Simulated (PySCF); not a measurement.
HfO3, SMILES [O]1[O][Hf]1=[O], multiplicity 1.

Geometry optimised at B3LYP-D3(BJ)/def2-TZVP. The spin state was assumed, not searched. The def2 effective core potentials stand for the cores of Hf; spin–orbit coupling is left out.

All values below come from TDA-CAM-B3LYP/def2-SVPD in PySCF 2.14.0.

Vertical excitations. The molecule is in vacuum. State labels are in the subgroup Cs.

Computed lowest excited states:
| state | symmetry | energy (eV) | λ (nm) | f | main pairs |
|---|---|---|---|---|---|
| S1 | A" | 2.57 | 482 | 0.007 | HOMO→LUMO 95 % |
| S2 | A' | 3.48 | 356 | 0.005 | HOMO−1→LUMO 96 % |
| S3 | A" | 3.68 | 337 | 0.000 | HOMO−2→LUMO 91 % |
| S4 | A' | 3.84 | 323 | 0.014 | HOMO−3→LUMO 93 % |
| S5 | A" | 3.90 | 318 | 0.000 | HOMO→LUMO+2 92 % |
| S6 | A' | 3.96 | 313 | 0.012 | HOMO→LUMO+1 77 % |
| S7 | A" | 4.32 | 287 | 0.002 | HOMO−4→LUMO 93 % |
| S8 | A' | 4.75 | 261 | 0.001 | HOMO−1→LUMO+2 97 % |
| S9 | A' | 4.90 | 253 | 0.005 | HOMO→LUMO+4 50 %, HOMO−2→LUMO+1 18 %, HOMO→LUMO+1 10 %, HOMO→LUMO+6 8 % |
| S10 | A" | 4.93 | 251 | 0.012 | HOMO−2→LUMO+2 89 % |
| T1 | A" | 2.48 | 501 | 0 | HOMO→LUMO 94 % |
| T2 | A' | 3.19 | 388 | 0 | HOMO→LUMO+1 44 %, HOMO→LUMO+4 22 %, HOMO→LUMO+6 22 % |
| T3 | A' | 3.33 | 372 | 0 | HOMO−1→LUMO 93 % |
| T4 | A" | 3.49 | 355 | 0 | HOMO−2→LUMO 93 % |
Triplets are in the Tamm–Dancoff approximation.
